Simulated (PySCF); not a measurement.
# I (iodine, neutral) across methods

[Kr] 4d10 5s2 5p5, 2P determinant. All numbers are calculated (PySCF 2.14, a scalar-relativistic core potential, in def2-TZVPPD with the def2 core potential (28 electrons)).

```json
{"method": "r2SCAN", "E (hartree)": "-297.7951", "mean ε 5s β (eV)": "-17.447", "mean ε 5p α (eV)": "-7.756", "mean ε 5p β (eV)": "-6.989", "Σ⟨r²⟩ (bohr²)": "59.18", "⟨S²⟩": "0.755"}
{"method": "PBE0", "E (hartree)": "-297.6932", "mean ε 5s β (eV)": "-18.746", "mean ε 5p α (eV)": "-8.607", "mean ε 5p β (eV)": "-7.863", "Σ⟨r²⟩ (bohr²)": "59.32", "⟨S²⟩": "0.753"}
{"method": "LC-wPBE", "E (hartree)": "-297.7197", "mean ε 5s β (eV)": "-22.056", "mean ε 5p α (eV)": "-11.279", "mean ε 5p β (eV)": "-10.542", "Σ⟨r²⟩ (bohr²)": "58.99", "⟨S²⟩": "0.754"}
{"method": "UHF", "E (hartree)": "-296.65863", "mean ε 5s β (eV)": "-22.667", "mean ε 5p α (eV)": "-11.430", "mean ε 5p β (eV)": "-10.406", "Σ⟨r²⟩ (bohr²)": "59.85", "⟨S²⟩": "0.760"}
{"method": "MN15", "E (hartree)": "-296.9659", "mean ε 5s β (eV)": "-19.608", "mean ε 5p α (eV)": "-9.134", "mean ε 5p β (eV)": "-8.387", "Σ⟨r²⟩ (bohr²)": "59.76", "⟨S²⟩": "0.754"}
{"method": "PBEsol", "E (hartree)": "-297.3797", "mean ε 5s β (eV)": "-17.135", "mean ε 5p α (eV)": "-7.390", "mean ε 5p β (eV)": "-6.712", "Σ⟨r²⟩ (bohr²)": "59.46", "⟨S²⟩": "0.752"}
{"method": "PW91", "E (hartree)": "-297.7752", "mean ε 5s β (eV)": "-17.160", "mean ε 5p α (eV)": "-7.428", "mean ε 5p β (eV)": "-6.763", "Σ⟨r²⟩ (bohr²)": "59.56", "⟨S²⟩": "0.752"}
{"method": "PBE", "E (hartree)": "-297.6656", "mean ε 5s β (eV)": "-17.078", "mean ε 5p α (eV)": "-7.386", "mean ε 5p β (eV)": "-6.713", "Σ⟨r²⟩ (bohr²)": "59.59", "⟨S²⟩": "0.752"}
{"method": "LDA", "E (hartree)": "-297.2587", "mean ε 5s β (eV)": "-17.424", "mean ε 5p α (eV)": "-7.496", "mean ε 5p β (eV)": "-6.860", "Σ⟨r²⟩ (bohr²)": "59.55", "⟨S²⟩": "0.751"}
```

Energies and moments cover only the electrons outside the core potential.
